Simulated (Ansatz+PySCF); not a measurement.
Results of a calculation; reference values are marked as such.
## Several solutions for sextet CrH₂O(+)

```xyz
4

Cr    0.0000    0.0000    0.0000
O     0.0000    0.0000    2.2048
H     0.7750    0.0000    2.7798
H    -0.7750    0.0000    2.7798
```

Basis set: def2-SVP (spherical functions). Charge 1, multiplicity 6.

ROHF was run from several starts with Ansatz (development build ahead of 0.2.0) and PySCF 2.14.0.

| run | program | start | converged | energy (hartree) | <S²> |
| --- | --- | --- | --- | --- | --- |
| A | Ansatz | stability test followed | yes | -1118.99080 | 8.75 |
| B | Ansatz | search for the lowest state | yes | -1118.99080 | 8.75 |
| C | Ansatz | atomic start, no search | yes | -1118.94458 | 8.75 |
| D | PySCF | program defaults | no | – | – |

Which runs reached the lowest solution of this kind, and what is wrong with the others?

A, B reached the lowest solution found. Converged but too high: C by 1.26 eV. Convergence only shows a stationary point, and even a stable one can lie too high; stability tests and further starts are what find lower ones. Not converged: D. Caution: other spin multiplicities were not run.
